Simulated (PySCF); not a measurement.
Ga(Cl)(SH)2 (ClGaH₂S₂), SMILES [SH][Ga]([SH])[Cl]. Atoms are numbered in the order given.

```xyz
6

Ga     0.0000     0.0000     0.0026
Cl     0.0000     0.0000    -2.1365
S      0.0000    -1.9553     0.9927
H      0.0000    -1.4284     2.2375
S      0.0000     1.9553     0.9927
H      0.0000     1.4284     2.2375
```
Charge 0, spin multiplicity 1.

The structure is a stationary point at PBE0-D3(BJ)/def2-SVP. The structure was generated by enumeration; whether it is a known compound was not checked. Other conformers were not sampled.

Two levels are set side by side: PBE/pcSseg-1 (PySCF) and B3LYP/pcSseg-1 (PySCF). GIAO shifts against H2S (³³S), HCl (³⁵Cl), TMS (¹H) at the same level; non-relativistic, no solvent, atoms listed together averaged. Without spin–orbit terms, shifts of atoms bonded to Cl or Br come out too high at both levels. Differences are taken from unrounded values.

```tsv
quantity	B3LYP
δ(³⁵Cl) of Cl2 (ppm)	87.0
δ(³³S) of S3, S5 (ppm)	92.2
δ(¹H) of H4, H6 (ppm)	1.11
```

Q: What does PBE give, and how far is it from B3LYP? (The exact figures need the calculation; the answer reports its results.)

A: 
```tsv
quantity	PBE	PBE minus B3LYP
δ(³⁵Cl) of Cl2 (ppm)	118.7	31.8
δ(³³S) of S3, S5 (ppm)	112.5	20.4
δ(¹H) of H4, H6 (ppm)	1.34	0.23
```

Rough cost on one machine, each run with all the roots and properties that it gave: B3LYP against PBE within a factor of 2.
